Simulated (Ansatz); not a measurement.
`[AlH2][Cl]` + `F[SiH](Cl)[GeH3]` → `[AlH3]` + `F[SiH](Cl)[GeH2][Cl]`  (redistribution)

Isolated molecules relaxed with PBE0-D4/def2-TZVP in Ansatz; ΔE leaves out vibrations. CCSD(T)/CBS is the MP2 limit (def2-TZVPP, def2-QZVPP) plus CCSD(T) − MP2 in def2-TZVPP, frozen cores. This one scheme is used for every species. DFT in def2-TZVPP. For Ge outer-core shells are correlated without core-valence functions, which leaves a few kJ/mol of doubt a bond. Scalar relativity is left out up to krypton. One conformer a species, not always the lowest.

| level | ΔE (kJ/mol) |
| --- | --- |
| BLYP | 106.8 |
| HF/def2-QZVPP | 104.7 |

Problem. What does CCSD(T)/CBS give? (Best estimate.)

Solution. Computed: +110.3 kJ/mol. The listed levels differ from it by -3.5, -5.6 kJ/mol.

Largest T1 diagnostic among the species: 0.012.

The D4 term adds −5.5 kJ/mol with B3LYP and −3.1 kJ/mol with PBE0; it sums over pairs of atoms, weighted by their polarisabilities, and B3LYP, whose exchange is more repulsive, gets the larger term. In def2-TZVPP, CCSD(T) changes the Hartree–Fock value by +3.1 kJ/mol (the triples alone add −0.4 kJ/mol) and MP2 by +3.9 kJ/mol. At CCSD(T), def2-SVP lies +4.3 kJ/mol from the extrapolated value and def2-TZVPP −2.7 kJ/mol.

B3LYP here is the variant with VWN-RPA as its local correlation; programs differ in this.
